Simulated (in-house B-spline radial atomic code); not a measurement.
# RPA and G0W0 on LDA exchange-only: the tellurium ion Te⁶⁺

Configuration [Kr] 4d10, mean-field start LDA exchange-only. Computed with an all-electron radial atomic-structure program (B-spline basis): all electrons, scalar-relativistic (spin-free one-electron X2C), finite nucleus, each spin shell either full or empty, empty states to l = 9 with an (l + 1/2)⁻⁴ tail; G0W0 by contour deformation at full frequency.

Command:
```bash
python run_gw.py task.json out
```
Settings (radii: box in bohr, nucleus in fm):
```
Z                        52
electrons                46
configuration            [Kr] 4d10
hamiltonian              x2c
method                   lda,
lmax                     9
rms_radius               4.7423
spin_polarised           False
box_radius               9.29
intervals                66
```

Time taken, with all properties: 4 s on 1 thread of Arm Neoverse N1 (shared host).

Energies (hartree):

```csv
term,value
mean-field total,-6774.52866
Hartree-Fock functional on these orbitals,-6783.02078
direct second order,-4.1373
second-order exchange,1.1439
SOSEX correction,1.0764
```

(1) What is the RPA correlation energy, and what remains with SOSEX?

Quasi-particle levels (eV):

```csv
level,occupied,mean field,Σx - vxc,Σc,QP weight,G0W0
4d,yes,-111.89,-13.66,?,?,?
5s,no,-76.12,7.34,-2.29,0.981,-71.07
```

G0W0 = mean field + (Σx - vxc) + Σc, with Σc (partial-wave tail included) taken at the quasi-particle energy. Only the outer levels were computed. Levels of low weight are left out.

(2) Where does G0W0 put 4d?

Answers

(1) RPA gives -3.6941 hartree (-2.19 eV per electron); RPA + SOSEX gives -2.6177, and the second-order doubles -2.9934 hartree (no singles). RPA lacks exchange-type terms and so overcorrelates at short range.

(2) At -125.27 eV, with Σc = 0.28 eV and a quasi-particle weight of 0.959. The tabulated removal energy is 124.2 ± 0.06 eV (NIST, measured); the calculation leaves out spin-orbit coupling, Breit and QED terms, and what these don't explain is the method's own error.
